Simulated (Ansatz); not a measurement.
Isolated molecules relaxed with PBE0-D4/def2-TZVP in Ansatz; ΔE leaves out vibrations. CCSD(T)/CBS is the MP2 limit (def2-TZVPP, def2-QZVPP) plus CCSD(T) − MP2 in def2-TZVPP, frozen cores. Functionals use def2-TZVPP. B3LYP here is the variant with VWN-RPA as its local correlation; programs differ in this. Each species was taken in one conformer, which may not be the lowest.

`OCCN[SiH3]` → `C[SiH2]NCO`  (isomerisation)

`OCCN[SiH3]`:

Z-matrix (Å, degrees):
```
C
C 1 1.514
O 1 1.415 2 111.7
H 1 1.092 2 109.6 3 116.9
H 1 1.098 2 110.0 3 -124.1
N 2 1.443 1 110.7 3 -58.3
H 2 1.104 1 108.7 3 65.8
H 2 1.096 1 108.8 3 -178.7
H 3 0.961 1 108.3 2 -69.1
Si 6 1.713 2 124.2 1 -161.4
H 6 1.010 2 111.9 1 43.2
H 10 1.489 6 108.8 2 54.2
H 10 1.496 6 115.1 2 -65.2
H 10 1.485 6 107.6 2 174.2
```

`C[SiH2]NCO`:

Cartesian coordinates in Å:
```
C -1.610 -0.275 -1.502
Si 0.156 0.185 -1.100
N 0.769 -0.460 0.374
C 0.482 0.049 1.679
O 1.639 0.389 2.405
H -2.292 0.068 -0.719
H -1.722 -1.358 -1.598
H -1.921 0.185 -2.444
H 0.241 1.670 -1.000
H 1.049 -0.308 -2.184
H 1.254 -1.344 0.378
H -0.180 0.919 1.563
H -0.034 -0.683 2.309
H 2.168 0.963 1.841
```

| level | ΔE (kcal/mol) | difference from CCSD(T)/CBS |
| --- | --- | --- |
| PBE-D4 | -15.7 | -0.5 |
| r2SCAN-D4 | -16.2 | -1.0 |
| PBE0-D4 | -15.6 | -0.4 |
| B3LYP-D4 | -15.3 | -0.1 |
| ωB97X-V | -14.8 | 0.4 |
| ωB97M-V | -15.6 | -0.4 |
| B2PLYP | -15.3 | -0.1 |
| PBE | -15.8 | -0.6 |
| r2SCAN | -16.2 | -1.0 |
| PBE0 | -15.6 | -0.4 |
| B3LYP | -15.3 | -0.1 |
| HF/def2-TZVPP | -14.0 | 1.2 |
| MP2/def2-TZVPP | -15.5 | -0.3 |
| SCS-MP2/def2-TZVPP | -14.6 | 0.6 |
| CCSD/def2-TZVPP | -14.7 | 0.5 |
| CCSD(T)/def2-TZVPP | -14.8 | 0.4 |
| HF/def2-QZVPP | -14.0 | 1.2 |
| MP2/def2-QZVPP | -15.7 | -0.5 |
| SCS-MP2/def2-QZVPP | -14.8 | 0.4 |
| HF/CBS(def2) | -14.0 | 1.2 |
| MP2/CBS(def2) | -15.8 | -0.6 |
| CCSD/CBS(def2) | -15.0 | 0.2 |
| CCSD(T)/CBS | -15.2 | 0 |

Largest T1 diagnostic among the species: 0.011.

In def2-TZVPP, CCSD(T) changes the Hartree–Fock value by −0.9 kcal/mol (the triples alone add −0.2 kcal/mol) and MP2 by −1.5 kcal/mol.
